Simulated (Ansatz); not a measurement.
Cost and result for the atomization energy of C₂H₄FNSi, SMILES `FC1C=N[SiH2]1` (9 atoms, 9 bonds).

Cartesian coordinates in Å:
```
F 0.055 2.043 0.251
C -0.423 0.752 0.270
C -0.508 0.065 -1.078
N 0.037 -1.096 -1.050
Si 0.698 -0.768 0.577
H -1.391 0.748 0.782
H -0.999 0.486 -1.964
H 0.378 -1.748 1.648
H 2.152 -0.482 0.563
```

Total charge 0; spin multiplicity 1. All single points use the PBE0-D4/def2-TZVP geometry. Program: Ansatz. All runs use 2 threads of an AMD EPYC 7B13 on a shared host. Times are those of one run each, without the atoms' runs, and a repeat can differ threefold. Electronic energies, without spin–orbit coupling; frozen cores. CCSD(T)/CBS adds CCSD(T) − MP2 in def2-TZVPP to the MP2 limit, and its time is that of the two runs behind it. T1 = 0.013. B3LYP takes the VWN-RPA correlation (the form of Gaussian; ORCA's B3LYP/G).

CCSD(T)/CBS is a level of theory with its own doubt, some kJ/mol a heavy atom from the limit and from the frozen cores, so smaller differences don't rank the functionals.

| level | functions | wall time | atomization (kJ/mol) | difference from CCSD(T)/CBS | per bond |
| --- | --- | --- | --- | --- | --- |
| LDA (SPW92)/def2-TZVPP | 222 | 1.5 s | 3990.5 | 579.4 | 64.4 |
| BLYP-D4/def2-TZVPP | 222 | 2.2 s | 3434.5 | 23.4 | 2.6 |
| PBE-D4/def2-TZVPP (with forces) | 222 | 2.7 s | 3530.4 | 119.3 | 13.3 |
| BHLYP-D4/def2-TZVPP | 222 | 3.3 s | 3281.5 | -129.6 | -14.4 |
| CCSD(T)/def2-SVP | 94 | 4.6 s | 3187.9 | -223.2 | -24.8 |
| r2SCAN-D4/def2-TZVPP (with forces) | 222 | 4.9 s | 3418.6 | 7.5 | 0.8 |
| B3LYP-D4/def2-TZVPP (with forces) | 222 | 5 s | 3416.6 | 5.5 | 0.6 |
| r2SCANh-D4/def2-TZVPP | 222 | 5.5 s | 3387.2 | -23.9 | -2.7 |
| PBE-QIDH/def2-TZVPP | 222 | 6.5 s | 3391.5 | -19.6 | -2.2 |
| B97M-V/def2-TZVPP | 222 | 9.5 s | 3423.4 | 12.3 | 1.4 |
| MP2/def2-QZVPP | 418 | 24 s | 3451.6 | 40.5 | 4.5 |
| CCSD(T)/def2-TZVPP | 222 | 110 s | 3305.3 | -105.8 | -11.8 |
| CCSD(T)/CBS(def2) | – | 2.2 min | 3411.1 | 0.0 | 0.0 |

Leaving LDA and LC-ωPBE aside and taking each functional with its dispersion term where it has one, the values spread over 248.9 kJ/mol, from BHLYP-D4 to PBE-D4. LDA lies +478.0 kJ/mol from PBE without D4, its usual overbinding. From BLYP to BHLYP (50 % exact exchange), in def2-TZVPP and without D4, the atomization energy moves by −134.2 kJ/mol: exact exchange takes away binding that semilocal exchange gives to molecules. In def2-TZVPP, CCSD(T) changes the Hartree–Fock value by +955.2 kJ/mol (the triples alone add +68.5 kJ/mol) and MP2 by +1038.3 kJ/mol; breaking electron pairs costs correlation energy, which Hartree–Fock lacks.
